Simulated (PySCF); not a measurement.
System: CH5BNO2, charge 0, multiplicity 2. It need not be the lowest isomer of its formula. SMILES: C[N]B(O)O
Geometry from a B3LYP-D3(BJ)/def2-TZVP (Ansatz) optimisation:
```xyz
10

C      1.9036     0.4250    -0.2733
N      0.6971     0.6128     0.4587
B     -0.5089    -0.0988     0.1030
O     -0.4796    -1.4585    -0.0456
O     -1.7020     0.5680    -0.0299
H      2.7654     0.8524     0.2424
H      2.0837    -0.6414    -0.4725
H      1.8299     0.8986    -1.2653
H     -1.3579    -1.8376    -0.1602
H     -1.6247     1.5058     0.1728
```
Charge 0, spin multiplicity 2.

Dispersion corrections to the total energy (kcal/mol) from the dftd3 and dftd4 libraries through PySCF: D3(BJ) without and D4 with the three-body term, each with the damping fitted for the functional named.

| functional | D3(BJ) | D4 |
|---|---|---|
| BHLYP | -4.66 | -3.93 |
| BP86 | -5.45 | -4.65 |
| BLYP | … | -8.12 |
| revPBE | -9.50 | -12.70 |
| TPSSh | … | -4.42 |
| CAM-B3LYP | -2.67 | -2.98 |
| r2SCAN | … | -0.91 |

Problem. Some entries are withheld; supply them.

Solution. 
- BLYP, D3(BJ): -7.56
- TPSSh, D3(BJ): -4.10
- r2SCAN, D3(BJ): -1.01
